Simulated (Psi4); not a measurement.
Torsional profile of SMILES C(=C/N)/C=C, singlet. Scanned: dihedral C3–C4–N5–H11; all other coordinates were relaxed at GFN2-xTB. Heavy atoms are numbered in the order of the SMILES C=C/C=C\N, hydrogens after them in the order of the atoms that carry them; the mirror image has the same energies with the sign of each dihedral reversed.

- PBE/def2-TZVP // GFN2-xTB (Psi4)
- PBE-D3(BJ)/def2-TZVP // GFN2-xTB (Psi4)
- MP2/cc-pVTZ = DF-MP2 (frozen core)/cc-pVTZ // GFN2-xTB in Psi4

Energies relative to the lowest point of each profile, in eV; the last columns give the difference from MP2:

```json
[
 {"φ / °": "-160", "PBE/def2-TZVP": "0.001", "PBE-D3(BJ)/def2-TZVP": "0.001", "MP2/cc-pVTZ": "0.004", "PBE/def2-TZVP − MP2/cc-pVTZ": "-0.003", "PBE-D3(BJ)/def2-TZVP − MP2/cc-pVTZ": "-0.003"},
 {"φ / °": "-140", "PBE/def2-TZVP": "0.019", "PBE-D3(BJ)/def2-TZVP": "0.019", "MP2/cc-pVTZ": "0.010", "PBE/def2-TZVP − MP2/cc-pVTZ": "0.009", "PBE-D3(BJ)/def2-TZVP − MP2/cc-pVTZ": "0.008"},
 {"φ / °": "-120", "PBE/def2-TZVP": "0.097", "PBE-D3(BJ)/def2-TZVP": "0.096", "MP2/cc-pVTZ": "0.071", "PBE/def2-TZVP − MP2/cc-pVTZ": "0.026", "PBE-D3(BJ)/def2-TZVP − MP2/cc-pVTZ": "0.025"},
 {"φ / °": "-100", "PBE/def2-TZVP": "0.220", "PBE-D3(BJ)/def2-TZVP": "0.218", "MP2/cc-pVTZ": "0.168", "PBE/def2-TZVP − MP2/cc-pVTZ": "0.052", "PBE-D3(BJ)/def2-TZVP − MP2/cc-pVTZ": "0.050"},
 {"φ / °": "-80", "PBE/def2-TZVP": "0.215", "PBE-D3(BJ)/def2-TZVP": "0.216", "MP2/cc-pVTZ": "0.155", "PBE/def2-TZVP − MP2/cc-pVTZ": "0.060", "PBE-D3(BJ)/def2-TZVP − MP2/cc-pVTZ": "0.061"},
 {"φ / °": "-60", "PBE/def2-TZVP": "0.117", "PBE-D3(BJ)/def2-TZVP": "0.117", "MP2/cc-pVTZ": "0.086", "PBE/def2-TZVP − MP2/cc-pVTZ": "0.031", "PBE-D3(BJ)/def2-TZVP − MP2/cc-pVTZ": "0.032"},
 {"φ / °": "-40", "PBE/def2-TZVP": "0.035", "PBE-D3(BJ)/def2-TZVP": "0.036", "MP2/cc-pVTZ": "0.024", "PBE/def2-TZVP − MP2/cc-pVTZ": "0.012", "PBE-D3(BJ)/def2-TZVP − MP2/cc-pVTZ": "0.012"},
 {"φ / °": "-20", "PBE/def2-TZVP": "0.000", "PBE-D3(BJ)/def2-TZVP": "0.000", "MP2/cc-pVTZ": "0.000", "PBE/def2-TZVP − MP2/cc-pVTZ": "0.000", "PBE-D3(BJ)/def2-TZVP − MP2/cc-pVTZ": "0.000"},
 {"φ / °": "0", "PBE/def2-TZVP": "0.022", "PBE-D3(BJ)/def2-TZVP": "0.022", "MP2/cc-pVTZ": "0.033", "PBE/def2-TZVP − MP2/cc-pVTZ": "-0.011", "PBE-D3(BJ)/def2-TZVP − MP2/cc-pVTZ": "-0.011"},
 {"φ / °": "20", "PBE/def2-TZVP": "0.000", "PBE-D3(BJ)/def2-TZVP": "0.000", "MP2/cc-pVTZ": "0.000", "PBE/def2-TZVP − MP2/cc-pVTZ": "0.000", "PBE-D3(BJ)/def2-TZVP − MP2/cc-pVTZ": "0.000"},
 {"φ / °": "40", "PBE/def2-TZVP": "0.035", "PBE-D3(BJ)/def2-TZVP": "0.036", "MP2/cc-pVTZ": "0.024", "PBE/def2-TZVP − MP2/cc-pVTZ": "0.012", "PBE-D3(BJ)/def2-TZVP − MP2/cc-pVTZ": "0.012"},
 {"φ / °": "60", "PBE/def2-TZVP": "0.117", "PBE-D3(BJ)/def2-TZVP": "0.117", "MP2/cc-pVTZ": "0.086", "PBE/def2-TZVP − MP2/cc-pVTZ": "0.031", "PBE-D3(BJ)/def2-TZVP − MP2/cc-pVTZ": "0.032"},
 {"φ / °": "80", "PBE/def2-TZVP": "0.215", "PBE-D3(BJ)/def2-TZVP": "0.216", "MP2/cc-pVTZ": "0.155", "PBE/def2-TZVP − MP2/cc-pVTZ": "0.060", "PBE-D3(BJ)/def2-TZVP − MP2/cc-pVTZ": "0.061"},
 {"φ / °": "100", "PBE/def2-TZVP": "0.220", "PBE-D3(BJ)/def2-TZVP": "0.218", "MP2/cc-pVTZ": "0.168", "PBE/def2-TZVP − MP2/cc-pVTZ": "0.052", "PBE-D3(BJ)/def2-TZVP − MP2/cc-pVTZ": "0.050"},
 {"φ / °": "120", "PBE/def2-TZVP": "0.097", "PBE-D3(BJ)/def2-TZVP": "0.096", "MP2/cc-pVTZ": "0.071", "PBE/def2-TZVP − MP2/cc-pVTZ": "0.026", "PBE-D3(BJ)/def2-TZVP − MP2/cc-pVTZ": "0.025"},
 {"φ / °": "140", "PBE/def2-TZVP": "0.019", "PBE-D3(BJ)/def2-TZVP": "0.019", "MP2/cc-pVTZ": "0.011", "PBE/def2-TZVP − MP2/cc-pVTZ": "0.009", "PBE-D3(BJ)/def2-TZVP − MP2/cc-pVTZ": "0.008"},
 {"φ / °": "160", "PBE/def2-TZVP": "0.001", "PBE-D3(BJ)/def2-TZVP": "0.001", "MP2/cc-pVTZ": "0.004", "PBE/def2-TZVP − MP2/cc-pVTZ": "-0.003", "PBE-D3(BJ)/def2-TZVP − MP2/cc-pVTZ": "-0.003"},
 {"φ / °": "180", "PBE/def2-TZVP": "0.022", "PBE-D3(BJ)/def2-TZVP": "0.022", "MP2/cc-pVTZ": "0.043", "PBE/def2-TZVP − MP2/cc-pVTZ": "-0.021", "PBE-D3(BJ)/def2-TZVP − MP2/cc-pVTZ": "-0.021"}
]
```

PBE/def2-TZVP is furthest from MP2/cc-pVTZ at -80 (0.060 eV, above); its mean absolute difference over the points is 0.023 eV.

PBE-D3(BJ)/def2-TZVP is furthest from MP2/cc-pVTZ at -80 (0.061 eV, above); its mean absolute difference over the points is 0.023 eV.
